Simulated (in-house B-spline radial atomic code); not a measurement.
Successive ionisation energies of zinc; each step leads to the configuration of the next row (after the last: [Ne] 3s2). NIST's values go from ground level to ground level; the uncertainty of those that are theory runs from under 0.1 % in few-electron ions to several per cent in heavy many-electron ones. Computed with an all-electron radial atomic-structure program (B-spline basis): non-relativistic Hartree-Fock, average of the configuration, point nuclei.

```csv
ion,configuration,ionisation energy (eV),tabulated value (eV),tabulated kind,computed minus tabulated (eV),highest orbital,largest mean radius (bohr)
Zn,[Ar] 3d10 4s2,7.6,9.394197,measured,-1.8,4s,2.8977
Zn+,[Ar] 3d10 4s1,16.6,17.96439,measured,-1.4,4s,2.5663
Zn2+,[Ar] 3d10,37.5,39.7233,measured,-2.2,3d,0.85906
Zn3+,[Ar] 3d9,59.5,59.573,measured,-0.1,3d,0.80648
Zn4+,[Ar] 3d8,83.8,82.6,semi-empirical,1.2,3d,0.76406
Zn5+,[Ar] 3d7,?,?,semi-empirical,?,?,?
Zn6+,[Ar] 3d6,138.9,133.9,semi-empirical,5.0,3d,0.6977
Zn7+,[Ar] 3d5,?,?,semi-empirical,?,?,?
Zn8+,[Ar] 3d4,201.7,203,semi-empirical,-1.3,3d,0.65562
Zn9+,[Ar] 3d3,235.8,238,tabulated theory,-2.2,3d,0.64409
Zn10+,[Ar] 3d2,271.7,274.4,semi-empirical,-2.7,3d,0.6327
Zn11+,[Ar] 3d1,309.2,310.8,semi-empirical,-1.6,3d,0.62164
Zn12+,[Ne] 3s2 3p6,416.6,417.6,semi-empirical,-1.0,3p,0.61278
Zn13+,[Ne] 3s2 3p5,453.6,453.4,semi-empirical,0.2,3p,0.60556
Zn14+,[Ne] 3s2 3p4,491.5,490.6,semi-empirical,0.9,3p,0.59853
Zn15+,[Ne] 3s2 3p3,?,?,semi-empirical,?,?,?
Zn16+,[Ne] 3s2 3p2,570.1,577.8,semi-empirical,-7.7,3p,0.58498
Zn17+,[Ne] 3s2 3p1,610.7,613.3,semi-empirical,-2.6,3p,0.57845
```

Q: Fill in the row of Zn5+.

A: ionisation energy (eV): 110.4; tabulated value (eV): 108; computed minus tabulated (eV): 2.4; highest orbital: 3d; largest mean radius (bohr): 0.72844.

Q: Fill in the row of Zn7+.

A: ionisation energy (eV): 169.4; tabulated value (eV): 173.9; computed minus tabulated (eV): -4.5; highest orbital: 3d; largest mean radius (bohr): 0.67063.

Q: Fill in the row of Zn15+.

A: ionisation energy (eV): 530.3; tabulated value (eV): 540; computed minus tabulated (eV): -9.7; highest orbital: 3p; largest mean radius (bohr): 0.59167.

Q: Where is the largest jump?

A: From Zn+ to Zn2+, by a factor of 2.26 (16.556 to 37.483 eV); the highest orbital goes from 4s to 3d.

Q: How far is this level of theory from the measured and semi-empirical values?

A: Over those 17 rows the differences run from -9.66 to +5.03 eV (mean absolute value 2.7 eV). The calculation leaves out relativity, correlation and, in open shells, the multiplet splittings that an average leaves out.
